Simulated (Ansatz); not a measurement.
Ideal-gas functions of `O[SiH]1[NH][SbH]1` at 800 K and 1 bar, from an Ansatz frequency run at PBE0-D4/def2-TZVP.

Molar mass 183.88 g/mol, point group C1 (symmetry number 1), electronic degeneracy 1, moments of inertia 55.195, 321.448, 343.811 u Å². Harmonic wavenumbers (cm⁻¹, unscaled): 54, 178, 223, 292, 329, 481, 506, 663, 676, 763, 846, 881, 893, 1028, 1887, 2208, 3683, 3911.

Use S(trans) = R[1.5 ln M + 2.5 ln T − 1.1517]; rotational temperatures θ = 24.2544 K / I; S(rot) = R[ln(√π/σ · √(T³/θAθBθC)) + 1.5]; for each mode x = 1.438777 ν̃/T, S = R[x/(eˣ − 1) − ln(1 − e⁻ˣ)] and H = RT x/(eˣ − 1); 1 cm⁻¹ = 0.0119627 kJ/mol; R = 8.31446 J/(mol·K).

Problem. By hand: the entropy, in J/(mol·K).

Solution. Translation 194.4. Rotation: θ = 0.4394, 0.0755, 0.0705 K, giving 125.8. Vibration, mode by mode: 27.71, 17.82, 15.97, 13.76, 12.80, 9.77, 9.38, 7.33, 7.18, 6.31, 5.58, 5.31, 5.21, 4.30, 1.26, 0.79, 0.08, 0.06, in all 150.6. Electronic 0.0. Sum 470.8 J/(mol·K).

Problem. By hand: H − E and G − E in kJ/mol, counted from the electronic energy.

Solution. Zero-point energy ½ × 19502 × 0.0119627 = 116.6; thermal vibration 57.5; translation, rotation and pV give 4 RT = 26.6. H − E = 200.7 kJ/mol, and G − E = 200.7 − 800 × 470.8/1000 = -175.9 kJ/mol.

Vibration gives 32 % of the entropy, 27.7 J/(mol·K) of it from the mode under 150 cm⁻¹: soft modes count most, and the harmonic formula is weakest for them. The sum counts one conformer and one mirror image; others add a mixing term.
